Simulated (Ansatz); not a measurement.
Process, species as SMILES: NC1CCCC1 + H+ → [NH3+]C1CCCC1
Each molecule is optimised on its own at B3LYP-D3(BJ)/def2-TZVP (Ansatz, an electronic-structure program), one conformer each, not searched for the lowest.

Quantity: proton affinity (electronic energy difference), positive where the reaction releases energy, in kcal/mol. Cores are frozen in the correlated levels unless marked. Spin-orbit coupling is left out. Non-relativistic. Basis-set limits of correlation are two-point, X^-3; Hartree-Fock from the larger set.

```csv
level,program,proton affinity (kcal/mol)
HF/STO-3G,Ansatz,277.2
PBE-D4/def2-TZVPD,Ansatz + dftd4,228.4
```

Problem. What does CCSD(T)/CBS(cc-pVTZ,cc-pVQZ) (Ansatz) give?

Solution. 230.0 kcal/mol, so PBE-D4/def2-TZVPD differs from it by -1.6 kcal/mol.
